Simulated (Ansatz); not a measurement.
The pair A = CH4O (SMILES CO) (first 6 atoms), B = CHN (SMILES C#N); geometry from B3LYP-D3(BJ)/def2-TZVP.
(charge 0, multiplicity 1):
```xyz
9

C      0.07010     0.08514    -0.29364
O     -0.82491    -0.33684     0.73504
H      0.71437    -0.73207    -0.62933
H      0.69364     0.86771     0.13481
H     -0.47011     0.49827    -1.14963
H     -1.39137    -1.03840     0.39950
C     -0.14639     0.29571     3.63620
N      0.16736     0.56688     4.70577
H     -0.43602     0.04031     2.62885
```

Cores are frozen in the correlated methods. MP2 and its Hartree–Fock in aug-cc-pVQZ, aug-cc-pVTZ are density fitted.

Run with Ansatz (a quantum-chemistry and plane-wave program) with Gaussian orbitals. 

The counterpoise-corrected interaction energy is E(AB) − E(A in the pair's basis) − E(B in the pair's basis). Total energies (hartree):

```json
[
 {"level": "HF/aug-cc-pVTZ", "AB": "-208.0092992", "A in the pair's basis": "-115.0919283", "B in the pair's basis": "-92.9097548"},
 {"level": "MP2/aug-cc-pVTZ", "AB": "-208.7975270", "A in the pair's basis": "-115.5292762", "B in the pair's basis": "-93.2593301"},
 {"level": "HF/aug-cc-pVQZ", "AB": "-208.0220861", "A in the pair's basis": "-115.0993684", "B in the pair's basis": "-92.9150508"},
 {"level": "MP2/aug-cc-pVQZ", "AB": "-208.8563287", "A in the pair's basis": "-115.5630417", "B in the pair's basis": "-93.2840911"},
 {"level": "MP2/aug-cc-pVDZ", "AB": "-208.6126955", "A in the pair's basis": "-115.4226876", "B in the pair's basis": "-93.1817737"},
 {"level": "CCSD(T)/aug-cc-pVDZ", "AB": "-208.6681683", "A in the pair's basis": "-115.4565359", "B in the pair's basis": "-93.2036506"}
]
```

Task: Work out the counterpoise-corrected interaction energy at the basis-set limit: extrapolate the MP2 correlation part as X⁻³, take Hartree–Fock from the larger set, and add the CCSD(T) − MP2 difference of aug-cc-pVDZ.

Result: 
1. Differences (1 hartree = 627.509 kcal/mol): HF/aug-cc-pVTZ -4.779; MP2/aug-cc-pVTZ -5.598; HF/aug-cc-pVQZ -4.811; MP2/aug-cc-pVQZ -5.770; MP2/aug-cc-pVDZ -5.167; CCSD(T)/aug-cc-pVDZ -5.009.
2. Correlation parts, MP2 less HF: -0.819 in aug-cc-pVTZ (X = 3), -0.959 in aug-cc-pVQZ (X = 4).
3. Limit (4³·(-0.959) − 3³·(-0.819))/(4³ − 3³) = -1.062; with HF/aug-cc-pVQZ it gives -5.873.
4. CCSD(T) less MP2 in aug-cc-pVDZ: 0.158.
Result: -5.71 kcal/mol, against -5.60 at MP2/aug-cc-pVTZ. It is an estimate of this method's limit, not of the exact value.
